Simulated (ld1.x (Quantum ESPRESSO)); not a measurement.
**Before and after: TM semilocal potential for xenon**

- Element: Xe (Z = 54)
- Generator: ld1.x (Quantum ESPRESSO) 7.5
- Type: norm-conserving Troullier–Martins (semilocal form)
- Functional: PBE
- Relativity: scalar-relativistic
- Frozen core: [Kr]
- Valence charge: 18
- Reference configuration: 4d10 5s2 5p6
- Partial waves: 5s (bound): rc 1.30 bohr; 4d (bound): rc 1.15 bohr; 5p (bound): rc 2.05 bohr
- Local potential: the p channel
- Core correction: none

All-electron outer shells of the reference configuration (PBE, scalar-relativistic, ld1.x):

```csv
shell,level (eV),outermost node (bohr),outermost maximum (bohr)
4s,-197.46,0.36,0.66
4p,-141.27,0.36,0.69
4d,-59.38,0.34,0.75
5s,-19.74,0.85,1.63
5p,-8.23,0.92,1.91
```

Change: wave 4d (bound): rc 1.15 bohr becomes 4d (bound): rc 1.46 bohr.

Cutoffs: the cutoffs (Ry, on a coarse ladder) from which the occupation-weighted sum of valence levels, in a spherical-Bessel basis at the reference potential, stays within 10 and 1 mRy of its value at 400 Ry; they do not see the model core or the augmentation charge, which bear on the density cutoff. Errors are all-electron minus pseudo energies relative to the spin-unpolarised reference configuration.

Task: How do hardness, ghosts and transferability respond?

Result: The potential gets softer (140 Ry and 230 Ry → 120 Ry and 200 Ry); of the 7 tests that both files solve, the error grows in 0 and shrinks in 1 by more than 15 % and 0.3 meV (median size 5.7 → 5.8 meV); the range in which the d phases agree narrows (upper end at the end of the scan → 0.6); neither file shows a bound ghost. A larger radius leaves more room for a smooth pseudo-wave, so fewer plane waves are needed. A semilocal file is local in each channel, so a ghost entry of none says nothing of the separable form that plane-wave codes build from it.

```csv
quantity,base,changed
"cutoff, loose",140 Ry,120 Ry
"cutoff, tight",230 Ry,200 Ry
loose cutoff by channel (10 mRy a level),"s 50 Ry, d 110 Ry, p 15 Ry","s 50 Ry, d 90 Ry, p 15 Ry"
bound ghosts,none,none
"error for 4d10 5s2 5p5, meV [ΔE 12.54 eV]",-0.9,-0.9
"error for 4d10 5s2 5p4, meV [ΔE 34.29 eV]",+5.7,+5.8
"error for 4d10 5s2 5p3, meV [ΔE 66.01 eV]",+27,+27
"error for 4d10 5s2 5p2, meV [ΔE 108.33 eV]",+73,+75
"error for 4d9 5s2 5p6, meV [ΔE 67.71 eV]",-75,-44
"error for 4d10 5s2 5p5.5, meV [ΔE 5.17 eV]",-1.0,-1.0
"error for 4d10 5s1 5p6, meV [ΔE 24.68 eV]",-0.9,-1.2
s: phases at 2.24 bohr within 0.05 rad from the reference energy up to (Ry; the scan ends near 5),0.9,0.9
p: phases at 2.24 bohr within 0.05 rad from the reference energy up to (Ry; the scan ends near 5),4.2,4.2
d: phases at 2.24 bohr within 0.05 rad from the reference energy up to (Ry; the scan ends near 5),to the end of the scan,0.6
```
